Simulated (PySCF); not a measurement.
# Working out the ionisation energy of Sc⁴⁺

Sc⁴⁺ [Ne] 3s2 3p5 (2P) → Sc⁵⁺ [Ne] 3s2 3p4 (3P). Calculation: PySCF 2.14, in an uncontracted even-tempered set (21 s from 0.09 bohr⁻², ratio 2.5; 13 p from 0.12 bohr⁻², ratio 2.5; 5 d from 1.9 bohr⁻², ratio 2.7; 5 f from 2.9 bohr⁻², ratio 2.7); scalar relativity by spin-free X2C-1e. Frozen: 1s2; the 23 highest virtual orbitals dropped. Energies in hartree (1 hartree = 27.21139 eV):

```
             part  Sc⁴⁺ (lower)  Sc⁵⁺ (upper)
              UHF   -759.111611   -755.792531
MP2 opposite-spin     -0.378857     -0.355710
    MP2 same-spin     -0.137175     -0.129079
```

**Question.** What does Hartree-Fock give?

**Answer.** (-755.792531) − (-759.111611) = 3.319080 hartree = 90.317 eV.

**Question.** What do MP2 and SCS-MP2 (6/5 opposite-spin, 1/3 same-spin) give?

**Answer.** The opposite-spin parts differ by 0.630 eV and the same-spin parts by 0.220 eV. MP2: 90.317 + (0.630) + (0.220) = 91.167 eV. SCS-MP2: 90.317 + 1.2 × (0.630) + (0.220)/3 = 91.146 eV.

A first-order spin-orbit estimate adds -0.013 eV to MP2 (outer shells), giving 91.154 eV against 91.95 ± 0.03 eV (semi-empirical (NIST evaluation); NIST Atomic Spectra Database, ionization energies).

What remains against the reference includes basis incompleteness, the frozen core and correlation beyond second order.
